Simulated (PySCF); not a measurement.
Job file and geometry (Å, from GFN2-xTB) of an NMR shielding run on `Fc1ccc(PC[SiH3])cc1`, C7H10FPSi, GIAO PBE0/pcSseg-1 NMR shielding, non-relativistic, gas phase in PySCF 2.14.0, density-fitted response routines; density fitting, a coarse starting grid and PySCF grid level 2 are the driver's defaults:

```
$ OMP_NUM_THREADS=1 python probes_run.py task.json out

{"job": {"kind": "nmr", "xc": "PBE0", "basis": "pcSseg-1"}, "charge": 0, "multiplicity": 1}
F     -3.551988     1.088064     1.699233
C     -2.568636     0.577151     0.927907
C     -2.052211    -0.667672     1.237065
C     -1.039368    -1.181670     0.448890
C     -0.544439    -0.457917    -0.630073
P      0.775028    -1.104986    -1.719885
C      2.160113     0.022836    -1.217882
Si     2.493359     0.197673     0.653106
C     -1.101127     0.782366    -0.929960
C     -2.110503     1.313055    -0.150337
H     -2.439180    -1.214739     2.082411
H     -0.628185    -2.154641     0.676558
H      1.121778    -2.164482    -0.868963
H      3.047328    -0.359829    -1.729318
H      1.947347     0.997798    -1.664112
H      2.674888    -1.137373     1.227971
H      1.371649     0.880404     1.298783
H      3.719919     0.982161     0.806024
H     -0.735557     1.336152    -1.783550
H     -2.545364     2.276325    -0.366903
```

Task: What does the program print?

Result: 
```
coarse grid: 18136 points
cycle   1  E = -1002.5688298334  dE =  1.433e+00  |g| = 5.435e-01  |ddm| = 4.362e+00
cycle   2  E = -1002.5317757303  dE =  3.705e-02  |g| = 6.989e-01  |ddm| = 1.068e+00
cycle   3  E = -1002.6282839858  dE = -9.651e-02  |g| = 1.067e-01  |ddm| = 6.325e-01
cycle   4  E = -1002.6307652887  dE = -2.481e-03  |g| = 4.867e-02  |ddm| = 1.535e-01
cycle   5  E = -1002.6313712843  dE = -6.060e-04  |g| = 1.264e-02  |ddm| = 5.941e-02
cycle   6  E = -1002.6314099076  dE = -3.862e-05  |g| = 3.562e-03  |ddm| = 1.895e-02
cycle   7  E = -1002.6314129333  dE = -3.026e-06  |g| = 8.737e-04  |ddm| = 4.825e-03
final grid: 167632 points
cycle   8  E = -1002.6968436864  dE = -3.907e-05  |g| = 9.202e-03  |ddm| = 5.075e-02
cycle   9  E = -1002.6968279704  dE =  1.572e-05  |g| = 1.280e-02  |ddm| = 2.167e-02
cycle  10  E = -1002.6968640239  dE = -3.605e-05  |g| = 1.218e-03  |ddm| = 1.280e-02
cycle  11  E = -1002.6968642812  dE = -2.574e-07  |g| = 3.195e-04  |ddm| = 1.485e-03
cycle  12  E = -1002.6968643004  dE = -1.919e-08  |g| = 1.490e-04  |ddm| = 4.689e-04
cycle  13  E = -1002.6968643061  dE = -5.644e-09  |g| = 3.572e-05  |ddm| = 1.863e-04
cycle  14  E = -1002.6968643064  dE = -2.990e-10  |g| = 7.887e-06  |ddm| = 4.476e-05
converged SCF energy = -1002.6968643064

GIAO shielding tensors (ppm)
atom      isotropic    diamagn.    paramagn.     s11        s22        s33       span
  0 F      286.326     477.831    -191.505    204.720    298.838    355.421    150.701
  1 C       13.888     256.399    -242.511    -70.714     27.485     84.894    155.608
  2 C       65.930     256.489    -190.559    -19.415     50.307    166.899    186.314
  3 C       46.015     253.906    -207.891    -58.774     42.118    154.700    213.475
  4 C       46.884     267.493    -220.609    -43.967      3.965    180.653    224.620
  5 P      375.191     967.397    -592.206    313.497    359.687    452.389    138.892
  6 C      182.716     256.397     -73.681    162.066    185.444    200.637     38.571
  7 Si     417.316     880.399    -463.083    373.752    416.703    461.493     87.741
  8 C       47.872     254.131    -206.259    -61.361     34.135    170.841    232.202
  9 C       64.591     256.428    -191.838    -22.895     48.585    168.082    190.977
 10 H       24.475      29.600      -5.125     20.860     25.295     27.271      6.412
 11 H       23.893      33.978     -10.085     20.197     22.886     28.597      8.400
 12 H       27.487      32.159      -4.673     24.025     26.781     31.654      7.629
 13 H       30.905      29.683       1.222     25.448     27.612     39.657     14.209
 14 H       30.985      32.697      -1.713     26.387     29.121     37.446     11.059
 15 H       28.104      30.411      -2.308     24.762     26.497     33.052      8.290
 16 H       28.666      31.003      -2.338     23.736     30.575     31.686      7.950
 17 H       27.707      29.292      -1.585     23.727     25.150     34.244     10.517
 18 H       24.122      33.213      -9.091     19.937     22.605     29.824      9.888
 19 H       24.318      29.532      -5.214     20.786     24.968     27.200      6.414
```

Size and cost of the density-fitted run: 234 basis functions, 46 s wall time on 1 thread of an Intel Xeon 6975P-C, shared host; peak memory 1.1 GiB.
